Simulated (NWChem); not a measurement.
Isomers of CH3FO3Si, each optimised at B3LYP/6-31G* with NWChem, gas phase unless a solvent is named. Flexible species stand in one conformer each, which need not be the lowest. Pople sets run with spherical d functions. Relative energies count from the lowest isomer at each level and are electronic, without zero-point energy, on those geometries. Shieldings are non-relativistic GIAO values without spin-orbit effects.

A: O[Si]1(F)OCO1
B: O(C=O)[Si@H](F)O
C: O=C[Si](O)(O)F
D: O=C(O)[Si@H](O)F

```tsv
quantity	A	B	C	D
relative energy, TPSSh/def2-TZVP (kcal/mol)	0.0	4.8	___	33.3
highest harmonic frequency (cm⁻¹), B3LYP/6-31G*	3813	3677	___	3736
29Si shift against tetramethylsilane, B3LYP/6-31G* (ppm)	-60.3	-35.6	___	-31.7
```

Question: Fill in the missing entries.

Answer: 
- relative energy, TPSSh/def2-TZVP (kcal/mol), C: 20.1
- highest harmonic frequency (cm⁻¹), B3LYP/6-31G*, C: 3800
- 29Si shift against tetramethylsilane, B3LYP/6-31G* (ppm), C: -65.5
